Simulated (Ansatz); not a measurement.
Geometry optimisation, RKS PBE-D4/6-31G in Ansatz 0.2.0.

input.yaml

```yaml
crystal:
  periodic: [false, false, false]
  atoms:
    - { symbol: Si, position_ang: [-0.466737, 1.238776, -1.834643] }
    - { symbol: Cl, position_ang: [-0.389719, -0.903971, -1.645664] }
    - { symbol: H, position_ang: [-0.518879, 1.488355, -3.319646] }
    - { symbol: H, position_ang: [-1.635978, 1.782655, -1.078227] }
    - { symbol: Cl, position_ang: [1.416391, 2.107681, -1.16193] }
    - { symbol: H, position_ang: [-0.248932, 0.463547, 1.434848] }
    - { symbol: F, position_ang: [-0.729323, 1.210418, 1.134547] }
    - { symbol: H, position_ang: [0.458363, -1.88181, 0.645201] }
    - { symbol: "N", position_ang: [0.587838, -1.667147, 1.633531] }
    - { symbol: H, position_ang: [1.559093, -1.657037, 1.935473] }
    - { symbol: H, position_ang: [-0.032018, -2.181667, 2.25651] }
basis:
  gaussian: { orbitals: "6-31G" }
hamiltonian:
  xc: pbe
  dispersion: d4
relax:
  f_tol: 0.03
  max_steps: 50
```

Command:

```bash
$ ansatz run input.yaml --threads 1 --pin off --max-ram 2048MiB --backend cpu --events-out ev --progress --plain --runs-dir out
```

Q: Where does it end, and by what steps?

A: The forces met the threshold. Limits of this set-up: no polarisation functions. After 25 steps the energy has fallen by 1.142 eV; H10 moved furthest, 1.38 Å. Parted: H6–F7. Joined: Si1–F7, H6–N9.

| step | energy less start (eV) | largest force component (eV/Å) | accepted |
| --- | --- | --- | --- |
| 0 | 0.0000 | 1.936 | yes |
| 1 | -0.2567 | 1.276 | yes |
| 2 | -0.4758 | 0.715 | yes |
| 3 | -0.5361 | 0.961 | yes |
| 4 | -0.6331 | 0.382 | yes |
| 5 | -0.6819 | 0.423 | yes |
| 6 | -0.7513 | 0.445 | yes |
| 7 | -0.9004 | 0.341 | yes |
| 8 | -0.8417 | 2.161 | no |
| 9 | -0.9598 | 0.389 | yes |
| 10 | -1.0058 | 0.379 | yes |
| 11 | -1.0257 | 0.658 | yes |
| 12 | -1.0575 | 0.392 | yes |
| 13 | -1.0494 | 0.481 | no |
| 14 | -1.0820 | 0.185 | yes |
| 15 | -1.0955 | 0.127 | yes |
| 16 | -1.1100 | 0.192 | yes |
| 17 | -1.1183 | 0.195 | yes |
| 18 | -1.1227 | 0.388 | yes |
| 19 | -1.1274 | 0.219 | yes |
| 20 | -1.1303 | 0.150 | yes |
| 21 | -1.1361 | 0.083 | yes |
| 22 | -1.1393 | 0.045 | yes |
| 23 | -1.1403 | 0.122 | yes |
| 24 | -1.1411 | 0.052 | yes |
| 25 | -1.1415 | 0.019 | yes |

```xyz
11
Properties=species:S:1:pos:R:3
Si -0.536 1.065 -1.193
Cl -1.097 -1.190 -1.495
H 0.165 1.026 -2.538
H -1.607 2.125 -1.296
Cl 1.524 1.583 -0.207
H -0.233 -0.323 1.175
F -1.050 0.735 0.564
H 0.314 -1.761 0.496
N 0.537 -1.099 1.264
H 1.423 -0.602 1.051
H 0.561 -1.560 2.180
```

Run time: 2.1 min on 1 thread of Arm Neoverse V1, with other jobs on the host, peak memory 0.17 GiB.
